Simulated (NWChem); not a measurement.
System: C4H6O; SMILES C=CCC=O

Here is an NWChem input.

```
start job
memory heap 200 mb stack 900 mb global 1100 mb
geometry units angstroms noautoz
  C     -0.310581     2.267363     0.110565
  C      0.110013     1.144606    -0.474049
  C      0.663620    -0.052973     0.258380
  C     -0.322262    -1.214667     0.226160
  O     -0.091152    -2.300512    -0.253710
  H     -0.253342     2.409705     1.187959
  H     -0.718851     3.092022    -0.467221
  H      0.036031     1.043018    -1.556720
  H      0.839475     0.207144     1.311980
  H      1.605697    -0.399657    -0.180896
  H     -1.312192    -0.984654     0.680897
end
basis spherical
  * library def2-svp
end
dft
  xc xpbe96 cpbe96
  iterations 150
  mulliken
end
task dft energy
```

Excerpt of the output:

```
             Northwest Computational Chemistry Package (NWChem) 7.3.0
             --------------------------------------------------------

 C1  symmetry detected

                             Geometry "geometry" -> ""
                             -------------------------

 Output coordinates in angstroms (scale by  1.889725989 to convert to a.u.)

  No.       Tag          Charge          X              Y              Z
 ---- ---------------- ---------- -------------- -------------- --------------
    1 C                    6.0000    -0.27747398     2.27498013     0.15690140
    2 C                    6.0000     0.01239656     1.14405256    -0.48826061
    3 C                    6.0000     0.69527571    -0.05052537     0.13124569
    4 C                    6.0000    -0.28284069    -1.20568148     0.30855074
    5 O                    8.0000    -0.15753424    -2.29744016    -0.19653113
    6 H                    1.0000    -0.00551425     2.42680111     1.19963995
    7 H                    1.0000    -0.78888198     3.09708457    -0.33624124
    8 H                    1.0000    -0.27682350     1.03304927    -1.53324863
    9 H                    1.0000     1.07928327     0.21803168     1.12576773
   10 H                    1.0000     1.52893432    -0.40767218    -0.48367036
   11 H                    1.0000    -1.16086958    -0.96472825     0.94937827

 Effective nuclear repulsion energy (a.u.)     154.7452127436

  pbe96 is a nonlocal functional; adding pw91lda local functional.

                                 NWChem DFT Module
                                 -----------------

 Summary of "ao basis" -> "ao basis" (spherical)
 ------------------------------------------------------------------------------
       Tag                 Description            Shells   Functions and Types
 ---------------- ------------------------------  ------  ---------------------
 C                          def2-svp                 6       14   3s2p1d
 O                          def2-svp                 6       14   3s2p1d
 H                          def2-svp                 3        5   2s1p

            General Information
            -------------------
          SCF calculation type: DFT
          Wavefunction type:  closed shell.
          No. of atoms     :    11
          No. of electrons :    38
           Alpha electrons :    19
            Beta electrons :    19
          Charge           :     0
          Spin multiplicity:     1
          Use of symmetry is: off; symmetry adaption is: off
          Maximum number of iterations: 150
          AO basis - number of functions:   100
                     number of shells:    48
          Convergence on energy requested:  1.00D-06
          Convergence on density requested:  1.00D-05
          Convergence on gradient requested:  5.00D-04

              XC Information
              --------------
          PerdewBurkeErnzerhof Exchange Functional  1.000
            Perdew 1991 LDA Correlation Functional  1.000 local
           PerdewBurkeErnz. Correlation Functional  1.000 non-local

             Grid Information
             ----------------
          Grid used for XC integration:  medium
          Radial quadrature: Mura-Knowles
          Angular quadrature: Lebedev.
          Tag              B.-S. Rad. Rad. Pts. Rad. Cut. Ang. Pts.
          ---              ---------- --------- --------- ---------
          C                   0.70       49          11.0       434
          O                   0.60       49          13.0       434
          H                   0.35       45          11.0       434
          Grid pruning is: on
          Number of quadrature shells:   515
          Spatial weights used:  Erf1

      Superposition of Atomic Density Guess
      -------------------------------------

 Sum of atomic energies:        -228.18607004

      Non-variational initial energy
      ------------------------------

 Total energy =    -231.038559
 1-e energy   =    -613.974361
 2-e energy   =     228.190589
 HOMO         =      -0.302287
 LUMO         =      -0.039995

     ---------------------------------------------
      Total Density - Mulliken Population Analysis
     ---------------------------------------------

    Atom       Charge   Shell Charges
 -----------   ------   -------------------------------------------------------
    1 C    6     6.21   1.99  0.97  0.26  2.00  0.96  0.03
    2 C    6     6.13   1.99  0.96  0.28  1.91  0.95  0.04
    3 C    6     6.15   1.99  0.97  0.15  2.03  0.98  0.03
    4 C    6     5.35   1.99  0.94  0.27  1.52  0.55  0.08
    5 O    8     8.70   1.99  1.13  0.68  3.05  1.83  0.01
    6 H    1     0.90   0.67  0.21  0.03
    7 H    1     0.90   0.67  0.20  0.03
    8 H    1     0.91   0.68  0.21  0.02
    9 H    1     0.88   0.66  0.20  0.02
   10 H    1     0.91   0.67  0.21  0.02
   11 H    1     0.97   0.70  0.25  0.02

   convergence    iter        energy       DeltaE   RMS-Dens  Diis-err
 ---------------- ----- ----------------- --------- --------- ---------
 d= 0,ls=0.0,diis     1   -230.6354249456 -3.85D+02  2.96D-02  1.00D+00
 d= 0,ls=0.0,diis     2   -229.9099565649  7.25D-01  2.39D-02  7.76D+00
 d= 0,ls=0.0,diis     3   -230.7537053054 -8.44D-01  3.19D-03  4.77D-02
 d= 0,ls=0.0,diis     4   -230.7560124460 -2.31D-03  1.56D-03  2.13D-02
 d= 0,ls=0.0,diis     5   -230.7585848036 -2.57D-03  3.11D-04  1.02D-03
  Resetting Diis
 d= 0,ls=0.0,diis     6   -230.7586888112 -1.04D-04  1.47D-04  2.91D-04
 d= 0,ls=0.0,diis     7   -230.7587280061 -3.92D-05  9.95D-05  1.73D-05
 d= 0,ls=0.0,diis     8   -230.7587167496  1.13D-05  7.00D-05  9.76D-05
 d= 0,ls=0.0,diis     9   -230.7587303257 -1.36D-05  1.02D-05  1.58D-06
 d= 0,ls=0.0,diis    10   -230.7587305298 -2.04D-07  1.52D-06  3.41D-08

         Total DFT energy =     -230.758730529759
      One electron energy =     -618.155640077115
           Coulomb energy =      264.779934257381
    Exchange-Corr. energy =      -32.128237453631
 Nuclear repulsion energy =      154.745212743606

 Numeric. integr. density =       37.999999330175

                       DFT Final Molecular Orbital Analysis
                       ------------------------------------

 Vector   17  Occ=2.000000D+00  E=-3.136625D-01
              MO Center=  2.2D-02,  6.6D-01, -1.3D-01, r^2= 4.2D+00
   Bfn.  Coefficient  Atom+Function         Bfn.  Coefficient  Atom+Function
  ----- ------------  ---------------      ----- ------------  ---------------
    81     -0.260346   8 H  s                20      0.251657   2 C  pz
    62      0.217404   5 O  pz               71     -0.205023   6 H  s
    34     -0.197727   3 C  pz               76      0.192629   7 H  s
     6     -0.188659   1 C  pz               86     -0.179594   9 H  s
    82     -0.164395   8 H  s                65      0.140859   5 O  pz

 Vector   18  Occ=2.000000D+00  E=-2.522529D-01
              MO Center= -8.3D-02,  1.3D+00, -1.5D-01, r^2= 2.8D+00
   Bfn.  Coefficient  Atom+Function         Bfn.  Coefficient  Atom+Function
  ----- ------------  ---------------      ----- ------------  ---------------
    18      0.360761   2 C  px                4      0.334074   1 C  px
     7      0.223515   1 C  px               21      0.219890   2 C  px
     5      0.169369   1 C  py               60      0.138440   5 O  px
    62     -0.128398   5 O  pz               19      0.119277   2 C  py
    45      0.116266   4 C  s                91     -0.113039  10 H  s

 Vector   19  Occ=2.000000D+00  E=-2.084271D-01
              MO Center= -1.9D-01, -1.5D+00,  3.0D-02, r^2= 2.8D+00
   Bfn.  Coefficient  Atom+Function         Bfn.  Coefficient  Atom+Function
  ----- ------------  ---------------      ----- ------------  ---------------
    60      0.471128   5 O  px               31     -0.355651   3 C  s
    63      0.332059   5 O  px               96      0.236780  11 H  s
    97      0.229190  11 H  s                62     -0.223081   5 O  pz
    33      0.191946   3 C  py               61      0.168177   5 O  py
    65     -0.152594   5 O  pz               32      0.148564   3 C  px

 Vector   20  Occ=0.000000D+00  E=-7.508129D-02
              MO Center= -1.8D-01, -8.1D-01,  1.2D-01, r^2= 3.4D+00
   Bfn.  Coefficient  Atom+Function         Bfn.  Coefficient  Atom+Function
  ----- ------------  ---------------      ----- ------------  ---------------
    51      0.381334   4 C  pz               48      0.378378   4 C  pz
    62     -0.319441   5 O  pz               65     -0.307569   5 O  pz
    46      0.260552   4 C  px                7     -0.224348   1 C  px
    60     -0.215589   5 O  px               21      0.212556   2 C  px
    31      0.210874   3 C  s                49      0.209157   4 C  px

 Vector   21  Occ=0.000000D+00  E=-2.527828D-02
              MO Center= -1.3D-01,  1.0D+00, -1.0D-01, r^2= 3.5D+00
   Bfn.  Coefficient  Atom+Function         Bfn.  Coefficient  Atom+Function
  ----- ------------  ---------------      ----- ------------  ---------------
     7      0.473076   1 C  px               21     -0.450873   2 C  px
    18     -0.359223   2 C  px                4      0.338874   1 C  px
    22     -0.271844   2 C  py               48      0.222327   4 C  pz
     8      0.218029   1 C  py               19     -0.217872   2 C  py
    51      0.185710   4 C  pz               23      0.179436   2 C  pz

 Vector   22  Occ=0.000000D+00  E= 5.227689D-02
              MO Center=  3.8D-01,  1.1D+00,  7.9D-01, r^2= 6.1D+00
   Bfn.  Coefficient  Atom+Function         Bfn.  Coefficient  Atom+Function
  ----- ------------  ---------------      ----- ------------  ---------------
    31      1.645176   3 C  s                87     -1.232109   9 H  s
     3      0.962935   1 C  s                72     -0.948613   6 H  s
    77     -0.747245   7 H  s                92     -0.657529  10 H  s
    97     -0.510741  11 H  s                82     -0.434034   8 H  s
     8      0.410404   1 C  py               35      0.395162   3 C  px

[...]
```

Level: PBE/def2-SVP. Structure relaxed at the B3LYP/6-31G* (spherical d) level.
